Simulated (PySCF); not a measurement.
PySCF 2.14 output of a UHF calculation on a single atom or ion in x2c-SVPall (6s4p5d1f, 50 functions), with the spin-free X2C one-electron Hamiltonian (Gaussian nucleus):

```
SCF conv_tol = 1e-09
number electrons alpha = 18  beta = 18
cycle= 1 E= -3176.46518968959  delta_E= -1.81e-10  |g|= 7.56e-06  |ddm|= 1.78e-05
converged SCF energy = -3176.46518968959  <S^2> = 0  2S+1 = 1
```

The run itself started from symmetry-adapted Hartree-Fock orbitals and held the occupation by maximum overlap, so the iterations belong to that start.

Task: Which element, charge and spin multiplicity is this?

Result: Sr²⁺ (strontium, charge +2), multiplicity 1; the state was [Kr], closed-shell 1S.
